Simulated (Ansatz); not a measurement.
`O=C[BH][GeH3]` + `[CH3][SnH2][SiH2]O` → `O[SiH2][BH][GeH3]` + `[CH3][SnH2][CH]=O`  (redistribution)

Gas-phase electronic energies from Ansatz, PBE0-D4/def2-TZVP geometries. CBS: MP2 limit from def2 TZ/QZ plus the TZ coupled-cluster correction, frozen cores. Functionals use def2-TZVPP. Elements past krypton have def2 core potentials. For Ge, Sn outer-core shells are correlated without core-valence functions, which leaves a few kJ/mol of doubt a bond. Scalar relativity is left out up to krypton. Each species was taken in one conformer, which may not be the lowest.

Is it downhill or uphill in electronic energy at CCSD(T)/CBS, and by how much? (An estimate is asked.)

Computed: Uphill: ΔE = +13.8 kcal/mol.

What do these levels give: ωB97M-V, r2SCAN, CCSD(T)/def2-TZVPP, MP2/def2-QZVPP, HF/CBS(def2), MP2/CBS(def2)? (Best estimate.)

Computed: ωB97M-V 14.0, r2SCAN 15.7, CCSD(T)/def2-TZVPP 13.2, MP2/def2-QZVPP 15.3, HF/CBS(def2) 10.7, MP2/CBS(def2) 15.6 kcal/mol.

Largest T1 diagnostic among the species: 0.018.

From PBE to PBE0 (25 % exact exchange), in def2-TZVPP and without D4, ΔE moves by −1.2 kcal/mol. In def2-TZVPP, CCSD(T) changes the Hartree–Fock value by +2.5 kcal/mol (the triples alone add +0.8 kcal/mol) and MP2 by +4.2 kcal/mol.
